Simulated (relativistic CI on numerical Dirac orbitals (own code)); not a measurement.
Calculated at this level of theory: Dirac-Coulomb-Breit CI, separate exchange-only KLI orbitals for each configuration, model QED (radiative potential, 1s self-energy scaled to tabulated hydrogen-like ionisation energies), unscaled Slater integrals (own radial code, finite nucleus).

Configurations in the expansion (outside the closed core [Ar]): 3d¹⁰4s, 3d¹⁰4p, 3d¹⁰4d, 3d¹⁰4f, 3d¹⁰5s, 3d¹⁰5p, 3d¹⁰5d, 3d¹⁰5f, 3d¹⁰5g, 3d¹⁰6s, 3d¹⁰6p, 3d⁹4s², 3d¹⁰6d, 3d¹⁰6f, 3d⁹4s4p, 3d¹⁰7s, 3d⁹4s4d, 3d¹⁰8s, 3d⁹4s4f, 3d⁹4s5s, 3d⁹4s5p, 3d⁹4s5d, 3d⁹4s5f. Double excitations out of closed p, d and f shells are left out; levels of such configurations are missing from the list, as are those of other unlisted configurations, and high levels can miss mixing partners.

At this charge energies of transitions that change n are usually good to better than 1 %, and those within a shell (Δn = 0) to a few per cent.

Outline of the computed level scheme of Tl LIII. Lowest level of each configuration: 3d¹⁰4s ²S1/2 at 0.00 eV; 3d¹⁰4p ²P°1/2 at 115.32 eV; 3d¹⁰4d ²D3/2 at 453.03 eV; 3d¹⁰4f ²F°5/2 at 672.45 eV; 3d¹⁰5s ²S1/2 at 1261.28 eV; 3d¹⁰5p ²P°1/2 at 1317.75 eV; 3d¹⁰5d ²D3/2 at 1478.54 eV; 3d¹⁰5f ²F°5/2 at 1577.74 eV; 3d¹⁰5g ²G7/2 at 1626.62 eV.

Some strong electric-dipole decays among the lowest 16 levels: 3d¹⁰5g ²G9/2 → 3d¹⁰4f ²F°7/2 (3.8e+13 s⁻¹); 3d¹⁰5g ²G7/2 → 3d¹⁰4f ²F°5/2 (3.7e+13 s⁻¹); 3d¹⁰5f ²F°7/2 → 3d¹⁰4d ²D5/2 (2.1e+13 s⁻¹); 3d¹⁰5f ²F°5/2 → 3d¹⁰4d ²D3/2 (1.9e+13 s⁻¹); 3d¹⁰5s ²S1/2 → 3d¹⁰4p ²P°3/2 (1.2e+13 s⁻¹); 3d¹⁰5d ²D5/2 → 3d¹⁰4p ²P°3/2 (1.0e+13 s⁻¹); 3d¹⁰5p ²P°1/2 → 3d¹⁰4s ²S1/2 (8.2e+12 s⁻¹); 3d¹⁰5p ²P°1/2 → 3d¹⁰4d ²D3/2 (6.5e+12 s⁻¹).

LS names give the leading component of a level, which can be under half, so a name can repeat, a term be missing and a line seem to break the LS rules.
